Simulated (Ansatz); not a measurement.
Species: phosphanylboronic acid, sum formula H₄BPO₂, charge 0, multiplicity 1. 
Geometry from a B3LYP-D3(BJ)/def2-TZVP (Ansatz, an electronic-structure program) optimisation:
```xyz
8

O     -0.9983     1.3381     0.3178
B     -0.4900     0.0832     0.1146
O     -1.3400    -0.9763     0.1824
P      1.3505    -0.2649    -0.4092
H     -0.3561     2.0512     0.2737
H     -2.2486    -0.7129     0.3768
H      1.9496     0.6882     0.4541
H      1.5537    -1.3628     0.4590
```
Charge 0, spin multiplicity 1.

Atomisation energy built up term by term with Ansatz (kcal/mol; UHF references for open shells; valence terms freeze the core; atomic spin-orbit terms are left out). CBS(X,Y): correlation extrapolated as X^-3; Hartree-Fock from the larger set.

```
term                                                    basis  kcal/mol
-----------------------  ------------------------------------  --------
Hartree-Fock                                  aug-cc-pV(Q+d)Z    507.55
CCSD correlation         CBS(aug-cc-pV(T+d)Z,aug-cc-pV(Q+d)Z)    194.84
(T)                      CBS(aug-cc-pV(T+d)Z,aug-cc-pV(Q+d)Z)     13.06
core correlation                                    cc-pwCVTZ      2.58
scalar relativity (X2C)            cc-pVTZ-DK against cc-pVTZ     -1.11
sum: De                                                           716.9
```

(T) makes 1.8 % of the CCSD(T) atomisation energy; under 5 % is typical of single-reference molecules.
